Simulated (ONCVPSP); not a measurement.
Cutoff test, Br (Z = 35), ONCV

ONCVPSP 4.0.1 input, shortened (lines: element, Z, core and valence counts, functional; n l f; lmax; l rc ep ncon nbas qcut; lloc lpopt rc5 dvloc0; l nproj debl; icmod fcfact rcfact), PBE, scalar-relativistic:

```
  Br 35.00    3    5        4      upf
    1    0    2.00
    2    0    2.00
    2    1    6.00
    3    0    2.00
    3    1    6.00
    3    2   10.00
    4    0    2.00
    4    1    5.00
    2
    0    1.00    0.00    4    9   14.10
    1    0.95    0.00    4    7   12.90
    2    1.05    0.00    3    8   13.70
    4    5    0.90    0.00
    0    2    0.60
    1    3    1.30
    2    2    3.30
    3    5.75    1.15
```

For each optimised wave give the share of its norm inside rc, the residual kinetic energy above qcut (Ha) and the cutoffs (Ha) for errors of 10, 1, 0.1 and 0.01 mHa per electron.

| wave | norm inside rc | residual KE | 10 mHa | 1 mHa | 0.1 mHa | 0.01 mHa |
| --- | --- | --- | --- | --- | --- | --- |
| 3s | 0.970 | 1.6e-07 | 46.3 | 63.2 | 75.7 | 85.3 |
| 4s | 0.099 | 4.7e-07 | 39.8 | 61.7 | 76.2 | 87.1 |
| 3p | 0.942 | 4.3e-05 | 57.7 | 69.6 | 79.3 | 147.3 |
| 4p | 0.045 | 9.8e-06 | 46.1 | 61.2 | 73.3 | 83.3 |
| p projector 3 | 0.032 | 8.1e-06 | 43.9 | 59.5 | 72.5 | 82.4 |
| 3d | 0.929 | 5.4e-05 | 72.7 | 82.4 | 90.6 | 258.1 |
| d projector 2 | 0.067 | 5.5e-05 | 67.8 | 80.9 | 90.8 | 191.1 |

The occupied waves need 82 Ha and 91 Ha for 1 and 0.1 mHa.
